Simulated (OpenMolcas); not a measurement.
Computed levels of 5d5 in ions with 73 electrons, in cm-1 above 6S 5/2.

```json
{"Program": "OpenMolcas", "Method": "MS-RASPT2, IPEA 0.25 Eh, imaginary shift 0.1 Eh", "Basis": "ANO-RCC-VTZP", "Scalar Hamiltonian": "DKH2, point nucleus", "Spin-orbit coupling": "RASSI with atomic mean-field integrals over the reference wave functions, term energies averaged over their components"}
```

Active space for each ion: 11 electrons in 8 orbitals (RAS1 5p, at most 2 holes; RAS2 5d); closed shells correlated by CASPT2: 5s.

| Level | Re2+ | Os3+ | Ir4+ | Au6+ |
| --- | --- | --- | --- | --- |
| 4G 7/2 | 19260 | 21770 | 23660 | 27850 |
| 4G 11/2 | 20060 | 22780 | 25020 | 29880 |
| 4G 9/2 | 20560 | 23530 | 26060 | 31690 |
| 4P 1/2 | 21740 | 25180 | 27900 | 33850 |
| 4D 1/2 | 26530 | 31350 | 35750 | 45790 |
| 2I 11/2 | 28960 | 33030 | 36710 | 45370 |
| 2I 13/2 | 31280 | 35970 | 40360 | 50390 |
| 2H 9/2 | 36170 | 41820 | 46780 | 57990 |
| 2F 7/2(1) | 38750 | 45560 | 51920 | 65690 |

Question: Estimate 4G 7/2, 4G 11/2 for Pt5+ from its neighbours Ir4+ and Au6+.

Answer: 4G 7/2 is another term, which grows about linearly with the charge: (23660 + 27850) / 2 = 25755. The calculation gives 25740, so the estimate is off by +0.1 %.
4G 11/2 is another term, which grows about linearly with the charge: (25020 + 29880) / 2 = 27450. The calculation gives 27430, so the estimate is off by +0.1 %.

Mixed levels, with the weight of the term that names them: Re2+ 4G 7/2 (72 %), Re2+ 4P 1/2 (62 %), Re2+ 4D 1/2 (65 %), Re2+ 2H 9/2 (52 %), Re2+ 2F 7/2(1) (52 %), Os3+ 4G 7/2 (69 %), Os3+ 4P 1/2 (61 %), Os3+ 4D 1/2 (65 %), Os3+ 2H 9/2 (52 %), Os3+ 2F 7/2(1) (60 %), Ir4+ 4G 7/2 (63 %), Ir4+ 4P 1/2 (60 %), Ir4+ 4D 1/2 (66 %), Ir4+ 2I 11/2 (73 %), Ir4+ 2H 9/2 (52 %), Ir4+ 2F 7/2(1) (63 %), Pt5+ 4G 7/2 (59 %), Pt5+ 4G 11/2 (74 %), Pt5+ 4P 1/2 (59 %), Pt5+ 4D 1/2 (66 %), Pt5+ 2I 11/2 (70 %), Pt5+ 2H 9/2 (52 %), Pt5+ 2F 7/2(1) (60 %), Au6+ 6S 5/2 (74 %), Au6+ 4G 7/2 (55 %), Au6+ 4G 11/2 (68 %), Au6+ 4G 9/2 (74 %), Au6+ 4P 1/2 (59 %), Au6+ 4D 1/2 (68 %), Au6+ 2I 11/2 (67 %), Au6+ 2H 9/2 (52 %), Au6+ 2F 7/2(1) (54 %).

CASPT2 breaks the degeneracy within a term, and the mean is taken; among the terms shown or strongly mixed into the levels shown the widest spread is 530 cm-1 (5d5 4F, Au6+). Blocks of more than 70 roots (2S+1 = 2 even) ran without multistate coupling. Active for correlation alone: 5p; no level in the range computed is led by a configuration that opens it, so any true level of that kind is missing. The CASPT2 spread within a term exceeds the gap to the next term for 5d5 4F and 5d5 2F(1), so the order of their levels is uncertain, and so are names and mixing where such terms share a J (holds for Re2+). Levels of configurations outside the active space are missing.

A number in round brackets counts repeated terms of one configuration in the order of the reference energies.
